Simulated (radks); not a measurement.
Species: Zn. Configuration: [Ar] 3d10 4s1 6f1 (not the ground configuration).

Calculated with a radial shooting solver on a logarithmic mesh with Libxc functionals: Dirac Kohn-Sham, PBE, spin-unpolarised, spherical densities, point nucleus; open shells are shared between the two j in proportion to 2j + 1.

Energy parts (eV):
part                       energy
total                  -48864.503
kinetic                 49772.619
electron-nucleus      -117636.972
Hartree                 20942.133
exchange-correlation    -1942.283

Orbitals (lengths in bohr, moments of r in powers of bohr; r(max) is where P^2 peaks):
orbital      occ.  eigenvalue (eV)   r(max)       <r^4>  small-component weight
1s1/2           2        -9532.066  0.03291  0.00002983                1.17e-02
2s1/2           2        -1166.595   0.1893    0.006323                2.24e-03
2p1/2           2        -1028.379   0.1502    0.004511                2.22e-03
2p3/2           4        -1004.504   0.1530    0.004779                2.19e-03
3s1/2           2        -138.0402   0.5883      0.4703                4.98e-04
3p1/2           2         -94.2987   0.5871      0.6179                4.48e-04
3p3/2           4         -91.2394   0.5953      0.6575                4.38e-04
3d3/2           4         -19.1531   0.5650       3.255                2.98e-04
3d5/2           6         -18.7940   0.5680       3.386                2.94e-04
4s1/2           1         -13.1764    1.985       73.79                4.72e-05
6f5/2    0.428571          -0.2856    51.69     6370000                4.51e-07
6f7/2    0.571429          -0.2856    51.69     6370000                4.51e-07

The highest occupied level is 6f7/2 at -0.286 eV. The density falls to 0.001 e/bohr^3 at r = 3.63 bohr.
